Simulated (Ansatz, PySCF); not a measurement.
System: C2HClF (charge 0, doublet). It need not be the lowest isomer of its formula. 
Structure (B3LYP-D3(BJ)/def2-TZVP (Ansatz, an electronic-structure program) minimum search):
```xyz
5

C      0.0587    -0.8804     0.0790
C     -1.2077    -0.5449     0.1015
F     -1.8065     0.6063     0.0203
Cl     1.3399     0.2943    -0.0839
H      0.3737    -1.9074     0.1607
```
Charge 0, spin multiplicity 2.

Wanted: atomisation energy (electronic, to ground-state atoms), in kcal/mol. Correlated levels leave the core frozen unless marked. Open shells are spin-unrestricted. No spin-orbit coupling. No relativistic terms. The coupled-cluster limit lacks core correlation, which all-electron functionals hold. Basis-set limits of correlation are two-point, X^-3; Hartree-Fock from the larger set. [CCSD(T)-MP2]/basis is that difference in the basis named.

The UHF reference is spin-contaminated (<S^2> 0.20 over the pure value in the largest basis). 

```json
[
 {"level": "PBE-D3(BJ)/def2-TZVPD", "program": "Ansatz + dftd3", "atomisation energy (kcal/mol)": "[?]"},
 {"level": "M06-L/def2-TZVPD", "program": "PySCF", "atomisation energy (kcal/mol)": "438.5"},
 {"level": "r2SCAN-D4/def2-TZVPD", "program": "Ansatz + dftd4", "atomisation energy (kcal/mol)": "[?]"},
 {"level": "B97M-V/def2-TZVPD", "program": "Ansatz", "atomisation energy (kcal/mol)": "[?]"},
 {"level": "B3LYP-D4/def2-TZVPD", "program": "Ansatz + dftd4", "atomisation energy (kcal/mol)": "[?]"},
 {"level": "PBE0/6-31G*", "program": "Ansatz", "atomisation energy (kcal/mol)": "438.0"},
 {"level": "PBE0-D4/def2-TZVP", "program": "Ansatz + dftd4", "atomisation energy (kcal/mol)": "440.0"},
 {"level": "B2GP-PLYP-D4/def2-TZVPD", "program": "Ansatz + dftd4", "atomisation energy (kcal/mol)": "423.2"},
 {"level": "SCS-MP2/cc-pV(T+d)Z", "program": "Ansatz", "atomisation energy (kcal/mol)": "411.9"},
 {"level": "CCSD/STO-3G", "program": "Ansatz", "atomisation energy (kcal/mol)": "389.5"},
 {"level": "RI-MP2/CBS(cc-pV(T+d)Z,cc-pV(Q+d)Z)+[CCSD(T)-MP2]/cc-pV(T+d)Z", "program": "Ansatz", "atomisation energy (kcal/mol)": "426.6"}
]
```

Problem. What belongs in the gaps?

Solution. 
- PBE-D3(BJ)/def2-TZVPD, atomisation energy (kcal/mol): 459.3
- r2SCAN-D4/def2-TZVPD, atomisation energy (kcal/mol): 439.2
- B97M-V/def2-TZVPD, atomisation energy (kcal/mol): 433.2
- B3LYP-D4/def2-TZVPD, atomisation energy (kcal/mol): 430.0
